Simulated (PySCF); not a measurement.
WF2H4, SMILES [F][WH4][F], multiplicity 1.

Coordinates come from a PBE0-D3(BJ)/def2-TZVP optimisation. The geometry has at least one imaginary mode, so it is a saddle point at that level. The spin state was assumed, not searched. The structure was generated by enumeration; whether it is a known compound was not checked. The def2 effective core potentials stand for the cores of W; spin–orbit coupling is left out.

Calculation: TDDFT-B3LYP/def2-SVPD run with PySCF.

Vertical excitations.  State labels are in the subgroup C2v.

Task: List the lowest excited states. (Estimate from the structure and the level; the computed values follow.)

Result: 
| state | symmetry | energy (eV) | λ (nm) | f | main pairs |
|---|---|---|---|---|---|
| S1 | B2 | 2.71 | 457 | 0.000 | HOMO→LUMO 100 % |
| S2 | A2 | 3.25 | 382 | 0.000 | HOMO→LUMO+1 99 % |
| S3 | B1 | 3.83 | 323 | 0.023 | HOMO→LUMO+2 95 % |
| S4 | B1 | 4.67 | 266 | 0.028 | HOMO−1→LUMO 92 % |
| S5 | A2 | 5.10 | 243 | 0.000 | HOMO−2→LUMO 99 % |
| S6 | B2 | 5.33 | 233 | 0.002 | HOMO−1→LUMO+2 76 %, HOMO−2→LUMO+1 23 % |
| S7 | A1 | 5.41 | 229 | 0.029 | HOMO−1→LUMO+1 86 % |
| S8 | B2 | 5.85 | 212 | 0.025 | HOMO−2→LUMO+1 73 %, HOMO−1→LUMO+2 21 % |
| S9 | A2 | 6.14 | 202 | 0.000 | HOMO−3→LUMO 99 % |
| S10 | A1 | 6.33 | 196 | 0.001 | HOMO−2→LUMO+2 69 %, HOMO→LUMO+4 16 % |
| T1 | B2 | 2.31 | 536 | 0 | HOMO→LUMO 100 % |
| T2 | A2 | 2.93 | 423 | 0 | HOMO→LUMO+1 99 % |
| T3 | B1 | 3.23 | 384 | 0 | HOMO→LUMO+2 98 % |
| T4 | B1 | 3.92 | 316 | 0 | HOMO−1→LUMO 100 % |
Triplets are in the Tamm–Dancoff approximation, which puts them higher than full response would, so one can lie above its singlet here.
